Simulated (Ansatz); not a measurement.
Born–Oppenheimer molecular dynamics of C$_{2}$H$_{10}$OSi$_{2}$ (15 atoms, charge 0, multiplicity 1). It starts from a relaxed structure.

Level of theory: RKS PBE-D4/6-31G in Ansatz 0.2.0.

| Item | Value |
| --- | --- |
| ensemble | NVE (velocity Verlet) |
| time step | 1 fs |
| steps asked | 150 |
| starting velocities drawn for | 400 K |
| seed | 546553 |

First frame:

```xyz
15
Properties=species:S:1:pos:R:3
Si -0.199 -0.064 0.027
C -0.152 -0.066 1.937
H -1.170 0.064 2.344
H 0.257 -1.014 2.324
H 0.479 0.760 2.304
O 1.399 -0.264 -0.601
Si 2.682 -1.357 -0.925
H 2.187 -2.576 -1.688
H 3.716 -0.635 -1.760
H 3.337 -1.839 0.361
C -0.869 1.584 -0.650
H -1.902 1.754 -0.299
H -0.238 2.421 -0.307
H -0.869 1.580 -1.752
H -1.057 -1.229 -0.461
```

Question: How far do the bonds stretch over the last three quarters of this one trajectory? (Pairs bonded in most of those frames.)

Answer: 
| bond | mean (Å) | spread (Å) | shortest | longest |
| --- | --- | --- | --- | --- |
| Si1–C2 | 1.917 | 0.018 | 1.89 | 1.95 |
| Si1–O6 | 1.719 | 0.020 | 1.67 | 1.75 |
| Si1–C11 | 1.915 | 0.022 | 1.88 | 1.95 |
| Si1–H15 | 1.522 | 0.005 | 1.51 | 1.53 |
| C2–H3 | 1.106 | 0.032 | 1.05 | 1.17 |
| C2–H4 | 1.105 | 0.023 | 1.07 | 1.14 |
| C2–H5 | 1.108 | 0.032 | 1.05 | 1.17 |
| O6–Si7 | 1.708 | 0.022 | 1.67 | 1.75 |
| Si7–H8 | 1.521 | 0.039 | 1.46 | 1.58 |
| Si7–H9 | 1.527 | 0.021 | 1.49 | 1.56 |
| Si7–H10 | 1.520 | 0.011 | 1.50 | 1.54 |
| C11–H12 | 1.111 | 0.037 | 1.05 | 1.17 |
| C11–H13 | 1.104 | 0.008 | 1.09 | 1.12 |
| C11–H14 | 1.105 | 0.023 | 1.06 | 1.15 |

Mean temperature of the second half: 216 K. The conserved energy stayed within 0.98 meV per atom of its start (net change 0.42 meV per atom), so the integration is sound. Over the second half the temperature averaged 0.54 of the 400 K drawn at the start: a run that starts near a minimum puts about half its kinetic energy into the potential. A run of 0.15 ps of so small a system gives no equilibrium averages. Limits of this set-up: no polarisation functions.

Run time: 9.3 min on 1 thread of Arm Neoverse V2, on a shared host, peak memory 0.13 GiB.
